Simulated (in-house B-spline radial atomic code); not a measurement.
Results of a calculation; reference values are marked as such.
Building a PAW p channel for Ca, r_c = 1.1 bohr

Ca, [Ar] 4s2, non-relativistic PBE, spherical and spin-unpolarised, from an all-electron radial atomic-structure program (B-spline basis) (atomic units; all potentials screened as in the neutral atom).

Two all-electron partial waves φ1, φ2 are integrated outwards at E1 = ε(3p) = -1.031149 and E2 = E1 + 2 hartree; φ1 is the bound orbital and φ2 has unit norm inside r_c = 1.1026 bohr. Smooth partners are polynomials, r^2(a0 + a1 r² + a2 r⁴ + a3 r⁶), matched to φ and three derivatives at r_c, with no condition on the norm. The local potential is -17.2188 + (29.569) r² + (-23.2364) r⁴ + (6.99618) r⁶ inside 0.9028 bohr and the all-electron one outside.

| wave | φ(r_c) | φ'(r_c) | a0 | a1 | a2 | a3 |
| --- | --- | --- | --- | --- | --- | --- |
| 1 | 0.9488203 | -0.1469082 | 2.362803 | -2.061828 | 0.7532124 | -0.1051654 |
| 2 | 0.9669287 | -2.812495 | 5.154195 | -6.047589 | 2.50266 | -0.3926019 |

Inside r_c the overlaps are <φi φj> = [[0.41221, 0.63163], [0.63163, 1.00000]] and, for the smooth waves, [[0.42497, 0.66190], [0.66190, 1.06732]]. With χj = (Ej − T − V_local) applied to smooth wave j, the program's quadrature gives the matrix B_ij = <smooth i, χj> as [[0.72674, 1.41982], [1.35927, 2.68525]].

Question: Check the match of the first wave, and find the augmentation charges q_ij.

Answer: At r_c the four terms are 2.87252, -3.04736, 1.35340, -0.22973, which sum to 0.9488, φ1(r_c) to rounding. q_ij is the all-electron overlap less the smooth one: [[-0.01276, -0.03027], [-0.03027, -0.06732]]. The smooth first wave has a norm of 0.4250 inside r_c against 0.4122, so q11 is negative and must stay small enough for the overlap operator to be positive.

Question: B isn't symmetric. Show that D_ij = B_ij + Ej q_ij is.

Answer: Integrating by parts gives B12 − B21 = (E1 − E2) q12: 1.41982 − (1.35927) = 0.06055, and −2 × (-0.03027) = 0.06055. So D12 = 1.41982 + (0.968851)(-0.03027) = 1.39049 and D21 = 1.35927 + (-1.031149)(-0.03027) = 1.39049; D11 = 0.73990, D22 = 2.62003. The projectors, p = (B⁻¹)ᵀ χ, are dual to the smooth waves; det B = 0.022, small beside B11 B22, as the two smooth waves look alike inside r_c.

Solving (T + V_local + Σ p D p) ψ = E (1 + Σ p q p) ψ in a sphere of 9 bohr gives these levels:

```tsv
all-electron	one projector	two projectors
-1.031150	-1.031150	-1.031150
-0.038393	-0.038701	-0.038394
0.217688	0.216934	0.217687
0.621193	0.619027	0.621192
1.172760	1.167520	1.172750
```

Question: What does the second projector gain?

Answer: With one projector the errors are 0.00, -0.31, -0.75, -2.17, -5.24 millihartree. With two the errors are 0.00, 0.00, 0.00, 0.00, -0.01 millihartree. The scattering is exact at E1 and at E2 = 0.969, and over all levels compared the largest error is 0.01 millihartree. The lowest eigenvalue of the overlap operator is 0.9245 with one and 0.7609 with two projectors. The smooth orbital alone needs a cutoff of 14.6 hartree for 1 millihartree of kinetic energy, against 28 for a norm-conserving Troullier-Martins orbital of the same radius; part of the gain comes from giving up the norm, part from the simpler form.
